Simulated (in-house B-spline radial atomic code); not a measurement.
Sr²⁺. Computed with a B-spline radial atomic code. Model: non-relativistic spherical atom: semilocal Troullier-Martins pseudo-atom, one channel per l, against all electrons, high spin, G0W0 and RPA with empty states to l = 8, local potential for every l without a channel, a model core (radius 0 = none) keeps its share of the functional.

Without relativity these are model numbers for so heavy an element.

What the tables leave out is listed at the end.

The pseudopotential gives back the lowest level of each angular momentum of its own functional in the configuration it was made in; a second state of the same l is only approximately right. Exact exchange, RPA and GW see the smooth pseudo-orbitals and miss the exchange with the core, for which the functional's share stands in. The column with an uncorrelated core keeps all orbitals and exact exchange, and so separates missing core correlation from pseudisation. Only the three outermost levels and the lowest empty one were computed. RPA here is direct RPA, with no exchange kernel, and its energies carry an (l + 1/2)⁻⁴ tail. A hybrid on a potential with a model core restores only its own semilocal share of the core's exchange.

Command:
```bash
python run_psgw.py task.json out
```
Settings (lengths in bohr, energies in hartree):
```
Z                      38
electrons              36
configuration          [Ar] 3d10 4s2 4p6
generated_in           [Kr] 5s2
functional             pbe,pbe
core_shells            5
radius_factor          0.8
core_correction        True
```

Time taken, with all properties: 14 s on 1 thread of Intel(R) Xeon(R) Platinum 8488C (Sapphire Rapids), on a shared host.

Given: made with PBE; model core radius 0.234 bohr; local radius 0.926 bohr; mean-field start PBE.

Valence shells of the generating configuration: 3d, 4s, 4p, 5s.

Channel: s 0.983, p 1.064, d 0.902 (radii in bohr).

Computed: largest level miss in the spin-unpolarised generating configuration 0.074 eV; valence RPA correlation energy all-electron orbitals -1.1436 hartree; valence RPA correlation energy pseudo -1.4813 hartree; pseudo-atom RPA polarisability 5.3611 bohr³.

```csv
level,occupied,mean-field all-electron (eV),mean-field pseudo minus all (eV),G0W0 all-electron (eV),G0W0 uncorrelated core minus all (eV),G0W0 pseudo minus all (eV),exchange self-energy all-electron (eV),exchange self-energy pseudo (eV)
4p,1,-36.453,-0.197,-43.11,-0.051,-0.835,-27.536,-25.757
3d,1,-144.63,-0.363,-159.34,-0.783,9.116,-92.508,-61.806
```

Problem. What is the all-electron RPA polarisability, core included?

Solution. 5.4537 bohr³.

Given: mean-field start PBE0.

Computed: valence RPA correlation energy all-electron orbitals -1.0987 hartree; valence RPA correlation energy pseudo -1.4322 hartree; pseudo-atom RPA polarisability 4.8559 bohr³.

```
     level  occupied  mean-field all-electron (eV)  mean-field pseudo minus all (eV)  G0W0 all-electron (eV)  G0W0 uncorrelated core minus all (eV)  G0W0 pseudo minus all (eV)  exchange self-energy all-electron (eV)  exchange self-energy pseudo (eV)
        4p         1                       -38.391                            -0.336                 -43.257                                 -0.047                      -0.768                                 -27.465                           -25.916
5s (empty)         0                       -12.546                            -0.157                 -10.838                                 -0.004                      -0.179                                 -1.8664                           -1.7332
```

Problem. What is the all-electron RPA polarisability, core included?

Solution. 5.0125 bohr³.

Among the listed levels the largest G0W0 shift of the pseudo-atom is +9.12 eV, for 3d on the PBE start, while leaving the core uncorrelated moves that level by -0.78 eV. So pseudisation and the lost core exchange, not the missing core correlation, make the error. Not in the tables (levels of low weight, unsolved or above zero; the highest and the empty levels are kept at any weight): on PBE the G0W0 levels 4s (pseudo minus all -0.82 eV, weights 0.54 and 0.56); on PBE0 the G0W0 levels 4s (pseudo minus all -0.77 eV, weights 0.74 and 0.72), 3d (pseudo minus all +11.95 eV, weights -0.00 and 1.70); no Hartree-Fock pseudo-atom is run with a model core.
